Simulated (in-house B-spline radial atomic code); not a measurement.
# RPA and G0W0 on wB97X: the chlorine ion Cl⁵⁺

Configuration [Ne] 3s2, mean-field start wB97X. Computed with a B-spline radial code for spherical atoms: all electrons, scalar-relativistic (spin-free one-electron X2C), finite nucleus, each spin shell either full or empty, empty states to l = 9 with an (l + 1/2)⁻⁴ tail; G0W0 by contour deformation at full frequency.

Command:
```bash
python run_gw.py task.json out
```
Settings (radii: box in bohr, nucleus in fm):
```
Z                        17
electrons                12
configuration            [Ne] 3s2
hamiltonian              x2c
method                   wb97x
lmax                     9
rms_radius               3.3654
spin_polarised           False
box_radius               10.43
intervals                68
ion_configuration        [Ne] 3s1
```

Cost of the run: 2.3 s on 1 thread of Arm Neoverse V2, with other jobs on the host.

Energies (hartree):

```csv
term,value
mean-field total,-454.34726
Hartree-Fock functional on these orbitals,-453.81890
direct second order,-0.80852
second-order exchange,0.29177
SOSEX correction,0.26781
```

Question: What is the RPA correlation energy, and what remains with SOSEX?

Answer: RPA gives -0.7292 hartree (-1.65 eV per electron); RPA + SOSEX gives -0.46139, and the second-order doubles -0.51675 hartree (no singles). SOSEX takes back 37 % of the RPA value.

Quasi-particle levels (eV):

```json
{"level": "3s", "occupied": "yes", "mean field": "-93.87", "Σx - vxc": "-1.24", "Σc": "?", "QP weight": "?", "G0W0": "?"}
{"level": "2p", "occupied": "yes", "mean field": "-284.63", "Σx - vxc": "-18.98", "Σc": "3.78", "QP weight": "0.953", "G0W0": "-299.83"}
{"level": "3p", "occupied": "no", "mean field": "-70.14", "Σx - vxc": "3.94", "Σc": "-1.73", "QP weight": "0.965", "G0W0": "-67.93"}
```

G0W0 = mean field + (Σx - vxc) + Σc, with Σc (partial-wave tail included) taken at the quasi-particle energy. Levels of low weight are left out.

Question: Where does G0W0 put 3s?

Answer: At -97.24 eV, with Σc = -2.12 eV and a quasi-particle weight of 0.970. The tabulated removal energy is 96.94 ± 0.04 eV (NIST, semi-empirical); the calculation leaves out spin-orbit coupling, Breit and QED terms, and what these don't explain is the method's own error.

Question: What does it cost to remove one electron (to [Ne] 3s1) by differences of total energies, each species on its own start (correlation terms add to the Hartree-Fock functional)?

Answer: wB97X 96.13 eV, Hartree-Fock functional 94.93 eV, + RPA 97.00 eV, + RPA + SOSEX 96.45 eV, + second order 96.90 eV. Tabulated: 96.94 ± 0.04 eV (NIST, semi-empirical); the calculation leaves out spin-orbit coupling, Breit and QED terms, and what these don't explain is the method's own error.
